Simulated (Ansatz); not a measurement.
The first iterations of a band of CH$_{3}$ClO$_{2}$SeSi (9 atoms, charge 0, multiplicity 1).

Level of theory: RKS PBE/def2-SVP (Ansatz 0.2.0).

```
movable images  : 5
climbing image  : yes
spring          : 5.0 eV/Å²
optimiser       : quadratic models (default)
start path      : through a guess of the saddle point
force threshold : 0.05 eV/Å
iteration limit : 60
end points      : relaxed
```

First end point:

```xyz
9
Properties=species:S:1:pos:R:3
Cl -1.785 -1.908 1.031
Si -0.207 -0.790 0.312
Se 1.579 -2.166 0.409
O -0.516 0.074 -1.123
C -0.404 1.287 -0.357
O -0.085 0.784 0.953
H 2.458 -1.104 -0.150
H -1.368 1.845 -0.347
H 0.416 1.932 -0.747
```

Last end point:

```xyz
9
Properties=species:S:1:pos:R:3
Cl -1.704 -1.824 1.127
Si 0.030 -0.734 0.771
Se 1.463 -2.200 -0.224
O -0.745 0.177 -0.888
C -0.692 1.411 -0.826
O 0.466 0.520 1.589
H 2.602 -1.279 0.029
H -1.078 2.004 -1.688
H -0.253 1.880 0.093
```

| iteration | highest image above the first end (eV) | largest band force component (eV/Å) |
| --- | --- | --- |
| 1 | 3.636 | 4.897 |
| 2 | 2.692 | 4.456 |
| 3 | 1.946 | 3.196 |
| 4 | 1.838 | 2.491 |
| 5 | 1.760 | 2.017 |

Does the band converge within its limit, and where does its top end?

The run converged. It ended after 15 iterations with the highest image 1.668 eV above the first end. A vibrational analysis at the climbing image gives one clearly imaginary mode, 366i cm⁻¹: a first-order saddle point. The orbitals stay closed-shell, which can raise the energy where a bond breaks towards radicals; this wasn't checked here.

Run time: 3.8 min on 2 threads of Arm Neoverse V1 (shared host), peak memory 0.18 GiB.
